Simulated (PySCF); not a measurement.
Atoms are numbered as in `[CH:1]#[C:2][C@H:3](/[CH:4]=[CH:5]\[SiH3:6])[NH:7][CH:8]=[O:9]` (H(Xn): hydrogen on atom n).

In vacuum, rapidly exchanging positions averaged, no relativistic terms, one conformer. σ from GIAO-PBE0/pcSseg-1; GFN2-xTB structure; PySCF.

Q: List the cross peaks expected in HSQC, COSY and HMBC spectra.

A: 

HSQC (one-bond C–H):
```tsv
δH	δC
8.22 (H(C8))	159.1 (C8)
6.54 (H(C4))	156.1 (C4)
6.09 (H(C5))	129.9 (C5)
5.65 (H(C3))	42.8 (C3)
1.92 (H(C1))	81.2 (C1)
```

COSY cross peaks (H two or three bonds apart, from the bond graph; peaks can be absent where the dihedral angle is near 90°):
```tsv
δH	δH
8.22 (H(C8))	4.83 (H(N7))
6.54 (H(C4))	6.09 (H(C5))
6.54 (H(C4))	5.65 (H(C3))
6.09 (H(C5))	4.35 (H(Si6))
5.65 (H(C3))	4.83 (H(N7))
```

HMBC (two and three bonds, from the bond graph):
```tsv
δH	δC
8.22 (H(C8))	42.8 (C3)
6.54 (H(C4))	129.9 (C5), 86.5 (C2), 42.8 (C3)
6.09 (H(C5))	156.1 (C4), 42.8 (C3)
5.65 (H(C3))	159.1 (C8), 156.1 (C4), 129.9 (C5), 86.5 (C2), 81.2 (C1)
4.83 (H(N7))	159.1 (C8), 156.1 (C4), 86.5 (C2), 42.8 (C3)
4.35 (H(Si6))	156.1 (C4), 129.9 (C5)
1.92 (H(C1))	86.5 (C2), 42.8 (C3)
```

References, each an isolated molecule treated in the same way: ¹H (31.72 ppm) and ¹³C (186.93 ppm) against TMS.

Short H···H contacts in this conformer between protons four or more bonds apart (candidates for NOE cross peaks, intensity ∝ r⁻⁶): H(C3)···H(Si6) 2.71 Å.

Exchangeable OH/NH protons stand at their gas-phase positions; hydrogen bonding in a real sample shifts them, mostly to higher δ. Shifts are as computed. Against solution values, carbons near 30 ppm lie about +3 ppm off and those near 130 ppm about +5 ppm. Of 1309 compounds with measured shifts, 239 miss one by over three times the rms of a fit or turn the order of signals round; such compounds aren't used in these exercises. The C=O carbon of an acid or of an amide with N–H lies up to 10 ppm further downfield in solution, through hydrogen bonding that the calculation lacks.
